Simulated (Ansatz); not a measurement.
GeCl4, 5 atoms. Hardware: 2 threads of Arm Neoverse V1 on a shared host.

Correlated methods freeze 29 core orbitals; core or outer-core shells of Ge are correlated, in sets that lack core-valence functions.

Problem. How many basis functions does each of these Ansatz runs have, and roughly what does it cost? LDA (SPW92)/def2-TZVP, charge 1 doublet at the geometry of the charge 0 singlet, energy, from earlier orbitals; r2SCAN-D4/def2-TZVPD, charge -1 doublet at the geometry of the charge 0 singlet, energy, from earlier orbitals; PBE-QIDH/def2-TZVP, charge 0 singlet, energy, from earlier orbitals; PBE-D4/def2-SVP, charge 0 singlet, frequencies; PBE-D4/def2-TZVPD, charge -1 doublet at the geometry of the charge 0 singlet, energy, from earlier orbitals; PBE0-D4/def2-SVP, charge 0 singlet, energy with a search over starts; PBE-D4/def2-TZVP, charge 0 triplet at the geometry of the charge 0 singlet, energy, from earlier orbitals; PBE0-D4/def2-TZVP, charge 0 singlet, energy, from earlier orbitals; r2SCANh-D4/def2-TZVP, charge 0 singlet, energy, from earlier orbitals; PBE0-D4/def2-SVP, charge 0 singlet, energy, from earlier orbitals; PBE0-D4/def2-SVP, charge -1 doublet at the geometry of the charge 0 singlet, energy with a search over starts; r2SCAN-D4/def2-TZVP, charge 1 doublet at the geometry of the charge 0 singlet, energy, from earlier orbitals.

Solution. Other jobs shared the machine, so times can vary by a factor of up to 3. A dash marks memory too small to be measured apart from the calling script's.

| run | functions | fitting or Cholesky vectors | wall time | peak host memory (GiB) |
| --- | --- | --- | --- | --- |
| PBE0-D4/def2-SVP, charge 0 singlet, energy, from earlier orbitals | 104 | 945 | 2.6 s | – |
| PBE0-D4/def2-SVP, charge 0 singlet, energy with a search over starts | 104 | 945 | 3.3 s | – |
| PBE0-D4/def2-SVP, charge -1 doublet at the geometry of the charge 0 singlet, energy with a search over starts | 104 | 945 | 4.2 s | – |
| LDA (SPW92)/def2-TZVP, charge 1 doublet at the geometry of the charge 0 singlet, energy, from earlier orbitals | 196 | 1382 | 5.5 s | – |
| PBE0-D4/def2-TZVP, charge 0 singlet, energy, from earlier orbitals | 196 | 1473 | 6 s | 0.71 |
| PBE-D4/def2-TZVPD, charge -1 doublet at the geometry of the charge 0 singlet, energy, from earlier orbitals | 238 | 1493 | 8.5 s | – |
| PBE-QIDH/def2-TZVP, charge 0 singlet, energy, from earlier orbitals | 196 | 1187 | 11 s | – |
| r2SCANh-D4/def2-TZVP, charge 0 singlet, energy, from earlier orbitals | 196 | 1401 | 11 s | 0.72 |
| PBE-D4/def2-TZVP, charge 0 triplet at the geometry of the charge 0 singlet, energy, from earlier orbitals | 196 | 1382 | 19 s | 0.56 |
| r2SCAN-D4/def2-TZVPD, charge -1 doublet at the geometry of the charge 0 singlet, energy, from earlier orbitals | 238 | 1493 | 23 s | – |
| PBE-D4/def2-SVP, charge 0 singlet, frequencies | 104 | 1131 | 35 s | – |
| r2SCAN-D4/def2-TZVP, charge 1 doublet at the geometry of the charge 0 singlet, energy, from earlier orbitals | 196 | 1382 | 49 s | – |
